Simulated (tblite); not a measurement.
Compound: C6H9ClO (charge +1 and doublet state).
SMILES with atom numbers: `[CH2+:1][C:2]1[CH2:3][C@H:4]1[O:5][CH2:6][CH2:7][Cl:8]` (hydrogens: H9, H10 on C1; H11, H12 on C3; H13 on C4; H14, H15 on C6; H16, H17 on C7)

Cartesian coordinates in Å at the GFN2-xTB level; atoms count from 1:
```xyz
17
C6H9ClO angstrom
C      2.7450    0.2117    1.5046
C      1.9606   -0.3987    0.6765
C      1.4372   -1.4590   -0.1553
C      0.6022   -0.2005   -0.0724
O     -0.4975   -0.2126    0.7134
C     -1.4802    0.7699    0.5542
C     -2.5829    0.2601   -0.4111
Cl    -3.8541    1.4827   -0.5576
H      2.5324    1.1781    1.9374
H      3.6917   -0.2267    1.7961
H      1.9207   -1.6525   -1.1048
H      1.0504   -2.3359    0.3487
H      0.6291    0.5272   -0.8803
H     -1.9201    0.9313    1.5420
H     -1.0629    1.7063    0.1694
H     -2.1565    0.0885   -1.4010
H     -3.0221   -0.6580   -0.0200
```

Method: GFN2-xTB as coded in tblite; computed harmonic values from a numerical Hessian at the method's own geometry, unscaled. This tight-binding method is rough: wavenumbers can miss measured ones by several per cent, in bad cases by 10 to 20. One conformer, not necessarily the lowest. Open shells enter through the occupations alone, without spin polarisation, and single modes of such species can be off by tens of per cent.

Harmonic wavenumbers (cm⁻¹): 40.6, 48.2, 65.4, 154.2, 232.5, 271.3, 302.7, 321.7, 442.1, 475.9, 515.1, 665.8, 760.3, 792.5, 820.7, 862.2, 883.4, 931.6, 937.2, 967.4, 971.3, 997.1, 1038.7, 1050.6, 1097.5, 1139.9, 1180.8, 1205.4, 1248.6, 1274.1, 1297.2, 1319.2, 1365.3, 1405.2, 1427.1, 1860.6, 2943.7, 2963.8, 2976.3, 2988.4, 2990.1, 3022.9, 3045.2, 3068.2, 3071.9.

A = 6125, B = 580.8, C = 550.4 MHz; mass 132.034 u (most abundant isotopes); point group C1, symmetry number 1; spin multiplicity 2.

**Question.** What is the zero-point energy?

**Answer.** Half the sum of the wavenumbers: 28720 cm⁻¹ = 82.11 kcal/mol.

**Question.** What is S at 200 K and 1 bar for an ideal gas of classical rigid rotors and harmonic oscillators?

**Answer.** Translation 38.59, rotation 28.30, vibration 18.86, spin (R ln 2) 1.38: S = 87.1 cal/(mol K).

**Question.** And Cp and H(200 K) − H(0)?

**Answer.** Cp = 25.93 cal/(mol K), of which vibrations give 17.98 (their classical limit is 45 R = 89.4); H(200 K) − H(0) = 3.50 kcal/mol without the zero-point energy, 1.91 from vibrations.

**Question.** Which modes carry the vibrational entropy at 200 K?

**Answer.** 40.6 cm⁻¹: 4.44; 48.2 cm⁻¹: 4.10; 65.4 cm⁻¹: 3.50; 154.2 cm⁻¹: 1.88; 232.5 cm⁻¹: 1.18; 271.3 cm⁻¹: 0.95 cal/(mol K); the other 39 give 2.81 together.

**Question.** What must be added to the electronic energy to get the Gibbs energy at 200 K and 1 bar?

**Answer.** ZPE + [H(200 K) − H(0)] − T·S = 82.11 + 3.50 − 17.42 = 68.19 kcal/mol.

**Question.** Blend soft modes into free rotors: weight 1/[1 + (100 cm⁻¹/ν̃)⁴] for the oscillator and the rest for a rotor with moment μB/(μ + B), μ = h/(8π²ν), B = 10⁻⁴⁴ kg m². What vibrational entropy results?

**Answer.** 16.47 cal/(mol K) in place of 18.86, which changes −T·S at 200 K by +0.48 kcal/mol.

Hindered rotation and anharmonicity are outside this model. Other conformers, if any are populated, would add a mixing term that is left out. The structure is chiral; the term R ln 2 for an equal mix with its mirror image is left out.
